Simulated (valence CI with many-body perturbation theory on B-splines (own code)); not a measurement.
**As20+: electric-dipole lines**

Calculated by relativistic CI+MBPT: three valence electrons over a frozen Dirac-Fock core [Ne], radial functions for each j: 11 s, 11 p, 9 d, 7 f, 5 g, 2 h, 1 i, with the one-electron correlation potential Σ1, the two-electron term Σ2, the three-electron term Σ3, Breit, model QED; selected CI, second order for the rest (own B-spline code, finite nucleus).

No measured levels were compared; by estimate levels of excited configurations hold to 0.05 to 0.15 % of their energy, terms of the ground configuration to about 0.5 %.

Lines 51 to 100 of 276 in falling wavelength, among levels below 1712300 cm⁻¹, chosen from the strongest by gf and those to the six lowest levels. Wavelengths and rates use the calculated energies, so an error of 400 cm⁻¹ moves a line at 21.74 nm by 0.087 % and its rate by three times that or more. Electric multipoles are in the length gauge, E1 and E2 with the static RPA response of the core. Weak lines are less certain than strong ones. Lines between different terms over intervals too small for the method are left out, as are lines whose strength nearly cancels. Where a level lies close to another of its J and parity, the split of strength between their lines is uncertain. The highest levels of a list are the least certain.

Names give the largest LS component (configuration and term), which can be under half, so a name can repeat, a term be missing and a line seem to break the LS rules; names also repeat where a configuration has a term twice. Letters in brackets count levels of one name in rising energy.

| λ vac (nm) | Upper | Lower | A (s⁻¹) | S (a.u.) |
| --- | --- | --- | --- | --- |
| 21.74 | 3p²3d ⁴F_7/2 | 3s3p3d ⁴P°_5/2 | 7.75e+09 | 3.14e-01 |
| 21.48 | 3p²3d ⁴F_7/2 | 3s3p3d ⁴F°_9/2 | 7.85e+09 | 3.08e-01 |
| 21.16 | 3p²3d ⁴F_5/2 | 3s3p3d ⁴F°_7/2 | 8.51e+09 | 2.39e-01 |
| 21.13 | 3p²3d ⁴F_3/2 | 3s3p3d ⁴F°_5/2 | 8.41e+09 | 1.56e-01 |
| 20.98 | 3p²3d ²G_7/2 | 3s3p3d ⁴D°_7/2 | 1.85e+09 | 6.76e-02 |
| 20.80 | 3p²3d ⁴D_7/2 | 3s3p3d ⁴D°_7/2 | 3.22e+09 | 1.14e-01 |
| 20.70 | 3p²3d ⁴F_9/2 | 3s3p3d ⁴F°_9/2 | 1.55e+10 | 6.78e-01 |
| 20.69 | 3s3p² ²D_3/2 | 3s²3p ²P°_1/2 | 6.69e+09 | 1.17e-01 |
| 20.63 | 3p²3d ²F_7/2 [a] | 3s3p3d ⁴F°_7/2 | 2.71e+09 | 9.39e-02 |
| 20.60 | 3p³ ²D°_3/2 | 3s3p² ⁴P_5/2 | 7.54e+09 | 1.30e-01 |
| 20.56 | 3p²3d ⁴P_5/2 | 3s3p3d ⁴D°_7/2 | 1.08e+10 | 2.77e-01 |
| 20.55 | 3p²3d ⁴F_3/2 | 3s3p3d ⁴F°_3/2 | 1.05e+10 | 1.79e-01 |
| 20.29 | 3p²3d ⁴F_5/2 | 3s3p3d ⁴F°_5/2 | 8.44e+09 | 2.09e-01 |
| 20.28 | 3p²3d ⁴P_3/2 [a] | 3s3p3d ⁴D°_5/2 | 1.04e+10 | 1.71e-01 |
| 20.16 | 3s3p3d ⁴F°_3/2 | 3s3p² ²D_3/2 | 8.02e+08 | 1.30e-02 |
| 20.10 | 3s3p² ²P_1/2 | 3s²3p ²P°_3/2 | 3.14e+08 | 2.52e-03 |
| 20.08 | 3p²3d ⁴F_7/2 | 3s3p3d ⁴F°_7/2 | 8.36e+09 | 2.67e-01 |
| 19.97 | 3s3p3d ²P°_3/2 [a] | 3s²3d ²D_3/2 | 3.92e+09 | 6.17e-02 |
| 19.94 | 3p²3d ²G_9/2 | 3s3p3d ⁴D°_7/2 | 1.84e+09 | 7.21e-02 |
| 19.75 | 3p²3d ⁴F_5/2 | 3s3p3d ⁴F°_3/2 | 3.66e+09 | 8.35e-02 |
| 19.64 | 3p²3d ²D_5/2 [a] | 3s3p3d ²D°_5/2 [a] | 3.04e+09 | 6.82e-02 |
| 19.63 | 3s3p3d ⁴F°_5/2 | 3s3p² ²D_3/2 | 4.42e+07 | 9.90e-04 |
| 19.61 | 3p²3d ²D_5/2 [a] | 3s3p3d ²D°_3/2 [a] | 4.11e+09 | 9.17e-02 |
| 19.61 | 3p²3d ⁴P_3/2 [b] | 3s3p3d ²D°_3/2 [a] | 3.86e+09 | 5.74e-02 |
| 19.59 | 3p²3d ⁴P_1/2 | 3s3p3d ⁴P°_1/2 | 8.13e+09 | 6.03e-02 |
| 19.59 | 3p²3d ⁴P_1/2 | 3s3p3d ⁴P°_3/2 | 1.51e+10 | 1.12e-01 |
| 19.57 | 3p²3d ²D_3/2 | 3s3p3d ²F°_5/2 [a] | 7.27e+09 | 1.08e-01 |
| 19.53 | 3p³ ²D°_5/2 | 3s3p² ⁴P_5/2 | 8.63e+08 | 1.91e-02 |
| 19.51 | 3p³ ²D°_3/2 | 3s3p² ⁴P_3/2 | 2.79e+09 | 4.09e-02 |
| 19.39 | 3p²3d ⁴F_9/2 | 3s3p3d ⁴F°_7/2 | 5.08e+09 | 1.83e-01 |
| 19.29 | 3p²3d ⁴F_7/2 | 3s3p3d ⁴F°_5/2 | 4.10e+09 | 1.16e-01 |
| 19.25 | 3p²3d ²F_7/2 [b] | 3s3p3d ²F°_7/2 [a] | 1.84e+10 | 5.19e-01 |
| 19.20 | 3p³ ⁴S°_3/2 | 3s3p² ⁴P_5/2 | 1.95e+10 | 2.73e-01 |
| 19.13 | 3s3p3d ²F°_7/2 [b] | 3s²3d ²D_5/2 | 4.25e+10 | 1.17e+00 |
| 19.07 | 3p²3d ⁴D_7/2 | 3s3p3d ⁴P°_5/2 | 4.89e+09 | 1.34e-01 |
| 19.07 | 3p²3d ⁴P_3/2 [b] | 3s3p3d ⁴P°_3/2 | 4.56e+09 | 6.24e-02 |
| 19.06 | 3p²3d ⁴P_5/2 | 3s3p3d ⁴D°_3/2 | 4.68e+09 | 9.60e-02 |
| 19.05 | 3p²3d ²D_5/2 [b] | 3s3p3d ²F°_7/2 [a] | 2.25e+10 | 4.61e-01 |
| 19.00 | 3p²3d ²D_5/2 [a] | 3s3p3d ⁴D°_5/2 | 5.51e+09 | 1.12e-01 |
| 18.99 | 3p²3d ⁴P_3/2 [b] | 3s3p3d ⁴D°_5/2 | 7.82e+09 | 1.06e-01 |
| 18.99 | 3p²3d ⁴D_5/2 | 3s3p3d ⁴F°_7/2 | 1.04e+10 | 2.11e-01 |
| 18.96 | 3p²3d ²D_5/2 [a] | 3s3p3d ⁴D°_7/2 | 9.22e+09 | 1.86e-01 |
| 18.91 | 3p³ ²P°_1/2 | 3s3p² ²D_3/2 | 2.45e+10 | 1.64e-01 |
| 18.89 | 3p²3d ²P_3/2 [a] | 3s3p3d ⁴F°_3/2 | 6.92e+09 | 9.21e-02 |
| 18.88 | 3p²3d ⁴D_7/2 | 3s3p3d ⁴F°_9/2 | 9.16e+09 | 2.43e-01 |
| 18.87 | 3p²3d ⁴P_5/2 | 3s3p3d ⁴P°_5/2 | 1.06e+10 | 2.11e-01 |
| 18.79 | 3p²3d ⁴P_3/2 [a] | 3s3p3d ⁴D°_3/2 | 5.78e+09 | 7.58e-02 |
| 18.75 | 3p²3d ²D_3/2 | 3s3p3d ²D°_5/2 [a] | 1.43e+10 | 1.86e-01 |
| 18.65 | 3p³ ²P°_3/2 | 3s3p² ²D_5/2 | 1.67e+10 | 2.13e-01 |
| 18.63 | 3p²3d ²F_5/2 [b] | 3s3p3d ²F°_5/2 [a] | 1.31e+10 | 2.51e-01 |
